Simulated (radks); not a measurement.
Spherical quantum dot in the effective-mass picture: electrons in a parabolic well V = omega^2 r^2 / 2 with omega = 0.176, all in effective atomic units (hartree* = m*/eps^2 hartree, bohr* = eps/m* bohr), one dielectric constant everywhere. Method: non-relativistic Kohn-Sham, PBE, spin-polarised, spherical densities; computed with a radial shooting solver with Libxc functionals. Levels are named by radial order and angular momentum (1s, 1p, 1d, 2s, ...), and open shells are averaged over m. Results are scaled to m* = 0.033 and eps = 13.4, for which hartree* = 5.001 meV and bohr* = 21.49 nm.

N = 3, configuration 1s2 1p(up 1, down 0). This is the lowest configuration that the search found. Occupied and some empty levels:

| level | occupation | eigenvalue (meV) | <r> (nm) |
|---|---|---|---|
| 1s up | 1 | 4.1976 | 73.11 |
| 1s down | 1 | 4.2944 | 70.38 |
| 1p up | 1 | 4.7570 | 88.98 |
| 1p down | 0 | 4.8955 | 88.62 |
| 1d up | 0 | 5.4237 | 101.8 |
| 1d down | 0 | 5.5663 | 102.7 |
| 2s up | 0 | 5.6450 | 91.92 |
| 2s down | 0 | 5.6941 | 92.71 |
| 1f up | 0 | 6.1537 | 113.5 |
| 1f down | 0 | 6.2842 | 114.6 |

Energy (meV): total 8.36565, kinetic 1.7461, external 3.4338, Hartree 5.5887, exchange-correlation -2.4030.

Electron density:

| r (nm) | n(r) (e/nm^3) |
|---|---|
| 7.46 | 1.129e-06 |
| 19.9 | 1.106e-06 |
| 32.4 | 1.054e-06 |
| 44.8 | 9.624e-07 |
| 57.3 | 8.270e-07 |
| 69.7 | 6.547e-07 |
| 82.2 | 4.681e-07 |
| 94.6 | 2.954e-07 |
| 107 | 1.618e-07 |
| 120 | 7.737e-08 |
| 132 | 3.271e-08 |
| 144 | 1.227e-08 |
| 157 | 4.033e-09 |
